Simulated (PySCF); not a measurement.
PySCF job for CH6FNOSi2, SMILES O1[Si@@H](CN[SiH2]1)F, TDA-PBE/def2-SVPD. Geometry optimised at ωB97X-D3(BJ)/def2-SVP. The structure was generated by enumeration; whether it is a known compound was not checked. Other conformers were not sampled.

```python
import numpy as np
from pyscf import gto, scf, dft, tdscf

mol = gto.M(
    atom='''
    F     0.72746113   -2.03284929   -0.85583924
    Si    0.36233575   -1.05585811    0.39022345
    C    -1.44246892   -0.50455260    0.28480623
    N    -1.38299276    0.89839586   -0.12766030
    Si    0.15303913    1.70144299   -0.13803346
    O     1.14520671    0.39476591    0.22677392
    H     0.77719453   -1.77535728    1.61373750
    H    -1.95359263   -0.64623740    1.25747707
    H    -1.97423750   -1.13276197   -0.45354871
    H    -2.27154503    1.34389674   -0.32217753
    H     0.50980078    2.29415836   -1.45676461
    H     0.32409041    2.75417411    0.90376303
    ''',
    basis='def2-SVPD',
    charge=0,
    spin=0,
    max_memory=1600,
    verbose=4,
)
mf = dft.RKS(mol, xc='pbe').density_fit(auxbasis='def2-universal-jkfit')
mf.grids.level = 3
mf.conv_tol = 1e-9
mf.max_cycle = 100
mf.kernel()
mf.grids = dft.Grids(mol).set(level=1).build(with_non0tab=True)  # coarser grid for the response kernel
td = tdscf.TDA(mf)
td.singlet = True
td.nstates = 10
td.conv_tol = 1e-4
td.positive_eig_threshold = 1e-6
td.kernel(x0=td.get_init_guess(mf, 15))
td.analyze()
tt = tdscf.TDA(mf)
tt.singlet = False
tt.nstates = 4
tt.conv_tol = 1e-4
tt.positive_eig_threshold = 1e-6
tt.kernel(x0=tt.get_init_guess(mf, 9))
tt.analyze(verbose=3)
```

Program output:

```
PySCF version 2.14.0

[INPUT] verbose = 4
[INPUT] num. atoms = 12
[INPUT] num. electrons = 64
[INPUT] charge = 0
[INPUT] spin (= nelec alpha-beta = 2S) = 0
[INPUT] symmetry False subgroup None
[INPUT] Mole.unit = angstrom
[INPUT] Symbol           X                Y                Z      unit          X                Y                Z       unit  Magmom
[INPUT]  1 F      0.727461130000  -2.032849290000  -0.855839240000 AA    1.374702301967  -3.841528410617  -1.617301770256 Bohr   0.0
[INPUT]  2 Si     0.362335750000  -1.055858110000   0.390223450000 AA    0.684715332639  -1.995282654301   0.737415447883 Bohr   0.0
[INPUT]  3 C     -1.442468920000  -0.504552600000   0.284806230000 AA   -2.725871201997  -0.953466229437   0.538205773270 Bohr   0.0
[INPUT]  4 N     -1.382992760000   0.898395860000  -0.127660300000 AA   -2.613477548656   1.697722126843  -0.241243003980 Bohr   0.0
[INPUT]  5 Si     0.153039130000   1.701442990000  -0.138033460000 AA    0.289202042042   3.215261267661  -0.260845435426 Bohr   0.0
[INPUT]  6 O      1.145206710000   0.394765910000   0.226773920000 AA    2.164127037914   0.745999453215   0.428540600994 Bohr   0.0
[INPUT]  7 H      0.777194530000  -1.775357280000   1.613737500000 AA    1.468684807210  -3.354939032453   3.049521911940 Bohr   0.0
[INPUT]  8 H     -1.953592630000  -0.646237400000   1.257477070000 AA   -3.691755029669  -1.221211697451   2.376287270221 Bohr   0.0
[INPUT]  9 H     -1.974237500000  -1.132761970000  -0.453548710000 AA   -3.730768179846  -2.140609887623  -0.857082846050 Bohr   0.0
[INPUT] 10 H     -2.271545030000   1.343896740000  -0.322177530000 AA   -4.292597986317   2.539596778296  -0.608827295189 Bohr   0.0
[INPUT] 11 H      0.509800780000   2.294158360000  -1.456764610000 AA    0.963383852290   4.335330986781  -2.752886140859 Bohr   0.0
[INPUT] 12 H      0.324090410000   2.754174110000   0.903763030000 AA    0.612442114498   5.204634767268   1.707864608207 Bohr   0.0

nuclear repulsion = 399.743932282149
number of shells = 78
number of NR pGTOs = 270
number of NR cGTOs = 182
basis = def2-SVPD
ecp = {}


[settings echo left out]
init E= -850.163080722623
  HOMO = -0.281584984349016  LUMO = -0.0617045408434347  gap/eV = 5.98325
cycle= 1 E= -849.524680163712  delta_E= 0.638  |g|= 0.998  |ddm|= 4.84
  HOMO = -0.116819479139644  LUMO = -0.00243946939001249  gap/eV = 3.11244
cycle= 2 E= -848.645910861539  delta_E= 0.879  |g|= 2.28  |ddm|= 2.92
  HOMO = -0.199161524110524  LUMO = -0.0310333177735456  gap/eV = 4.57500
cycle= 3 E= -849.705264383427  delta_E= -1.06  |g|= 0.25  |ddm|= 2.15
  HOMO = -0.220442915247746  LUMO = -0.0269956067379145  gap/eV = 5.26397
cycle= 4 E= -849.714969035664  delta_E= -0.0097  |g|= 0.158  |ddm|= 0.469
  HOMO = -0.207915590939369  LUMO = -0.0268922774168701  gap/eV = 4.92590
cycle= 5 E= -849.71981642678  delta_E= -0.00485  |g|= 0.0363  |ddm|= 0.173
  HOMO = -0.210415126228699  LUMO = -0.0275913425801351  gap/eV = 4.97489
cycle= 6 E= -849.720102091963  delta_E= -0.000286  |g|= 0.0118  |ddm|= 0.0636
  HOMO = -0.210222119646547  LUMO = -0.0274207544562559  gap/eV = 4.97428
cycle= 7 E= -849.720134779477  delta_E= -3.27e-05  |g|= 0.00225  |ddm|= 0.0149
  HOMO = -0.210096131345582  LUMO = -0.0273305566789301  gap/eV = 4.97330
cycle= 8 E= -849.720135889333  delta_E= -1.11e-06  |g|= 0.000667  |ddm|= 0.00463
  HOMO = -0.210130673790005  LUMO = -0.0273680302104244  gap/eV = 4.97322
cycle= 9 E= -849.720135994937  delta_E= -1.06e-07  |g|= 0.000205  |ddm|= 0.00118
  HOMO = -0.21011460574938  LUMO = -0.0273705568863329  gap/eV = 4.97272
cycle= 10 E= -849.720136000985  delta_E= -6.05e-09  |g|= 9.93e-05  |ddm|= 0.000272
  HOMO = -0.210125772308328  LUMO = -0.0273730121828955  gap/eV = 4.97296
cycle= 11 E= -849.720136002942  delta_E= -1.96e-09  |g|= 1.98e-05  |ddm|= 0.000133
  HOMO = -0.210124215498865  LUMO = -0.0273720880911901  gap/eV = 4.97294
cycle= 12 E= -849.720136003037  delta_E= -9.46e-11  |g|= 2.71e-06  |ddm|= 3.65e-05
  HOMO = -0.210123692289429  LUMO = -0.0273718055832788  gap/eV = 4.97293
Extra cycle  E= -849.720136003033  delta_E= 3.41e-12  |g|= 4.03e-06  |ddm|= 1.3e-05
converged SCF energy = -849.720136003033
tot grids = 48440
Overwritten attributes  positive_eig_threshold  of <class 'pyscf.tdscf.rks.TDA'>


******** <class 'pyscf.tdscf.rks.TDA'> for <class 'pyscf.df.df_jk.DFRKS'> ********
nstates = 10 singlet
deg_eia_thresh = 1.000e-03
wfnsym = None
conv_tol = 0.0001
eigh lindep = 1e-12
eigh level_shift = 0
eigh max_cycle = 100


Excitation energies (eV)
[5.01717559 5.34793254 5.71191905 5.90987556 6.40331369 6.57152269
 6.72278032 6.87729416 7.0470443  7.15103552]

** Singlet excitation energies and oscillator strengths **
Excited State   1:      5.01718 eV    247.12 nm  f=0.0030
      32 -> 33        0.69875
Excited State   2:      5.34793 eV    231.84 nm  f=0.0018
      32 -> 34       -0.69422
Excited State   3:      5.71192 eV    217.06 nm  f=0.0072
      32 -> 35        0.70032
Excited State   4:      5.90988 eV    209.79 nm  f=0.0046
      32 -> 36        0.69989
Excited State   5:      6.40331 eV    193.63 nm  f=0.0125
      32 -> 37        0.69601
Excited State   6:      6.57152 eV    188.67 nm  f=0.0010
      32 -> 38       -0.69887
Excited State   7:      6.72278 eV    184.42 nm  f=0.0085
      32 -> 39       -0.70299
Excited State   8:      6.87729 eV    180.28 nm  f=0.0111
      30 -> 33       -0.11179
      31 -> 33        0.69484
Excited State   9:      7.04704 eV    175.94 nm  f=0.0043
      30 -> 33       -0.69499
      31 -> 33       -0.11018
Excited State  10:      7.15104 eV    173.38 nm  f=0.0035
      31 -> 34       -0.69476

** Transition electric dipole moments (AU) **
state          X           Y           Z        Dip. S.      Osc.
  1        -0.0155     -0.0744     -0.1379      0.0248      0.0030
  2        -0.0365      0.0916      0.0616      0.0135      0.0018
  3        -0.0741      0.0210      0.2141      0.0518      0.0072
  4         0.0201      0.0176      0.1753      0.0315      0.0046
  5         0.0127      0.0352      0.2792      0.0794      0.0125
  6        -0.0310     -0.0461      0.0543      0.0060      0.0010
  7         0.0624      0.2008     -0.0845      0.0514      0.0085
  8        -0.2067      0.0687     -0.1368      0.0662      0.0111
  9        -0.1469      0.0175      0.0563      0.0251      0.0043
 10        -0.0077      0.0170      0.1403      0.0200      0.0035

** Transition velocity dipole moments (imaginary part, AU) **
state          X           Y           Z        Dip. S.      Osc.
  1         0.0040     -0.0106     -0.0252      0.0008      0.0028
  2        -0.0064      0.0158      0.0226      0.0008      0.0027
  3        -0.0168      0.0120      0.0489      0.0028      0.0089
  4         0.0007     -0.0025      0.0459      0.0021      0.0065
  5        -0.0011      0.0106      0.0511      0.0027      0.0077
  6        -0.0073     -0.0011      0.0197      0.0004      0.0012
  7         0.0133      0.0300      0.0019      0.0011      0.0029
  8        -0.0547      0.0110     -0.0287      0.0039      0.0104
  9        -0.0415      0.0112      0.0186      0.0022      0.0056
 10        -0.0029      0.0019      0.0430      0.0019      0.0047

** Transition magnetic dipole moments (imaginary part, AU) **
state          X           Y           Z
  1         0.1637      0.2484     -0.1633
  2        -0.2151     -0.4923      0.2039
  3        -0.0023      0.0685      0.1469
  4        -0.0492     -0.3103     -0.3274
  5        -0.1165     -0.2340      0.0328
  6        -0.6036      0.3715     -0.1584
  7        -0.3942      0.5073      0.0028
  8        -0.2217     -0.5803     -0.2656
  9         0.5561      0.6926     -0.2298
 10        -0.2658     -0.0582     -0.2374


******** <class 'pyscf.tdscf.rks.TDA'> for <class 'pyscf.df.df_jk.DFRKS'> ********
nstates = 4 triplet
deg_eia_thresh = 1.000e-03
wfnsym = None
conv_tol = 0.0001
eigh lindep = 1e-12
eigh level_shift = 0
eigh max_cycle = 100


Excitation energies (eV)
[4.86610988 5.13678191 5.586353   5.77836636]

** Triplet excitation energies and oscillator strengths **
Excited State   1:      4.86611 eV    254.79 nm  f=0.0000
Excited State   2:      5.13678 eV    241.37 nm  f=0.0000
Excited State   3:      5.58635 eV    221.94 nm  f=0.0000
Excited State   4:      5.77837 eV    214.57 nm  f=0.0000
```

The run converged.
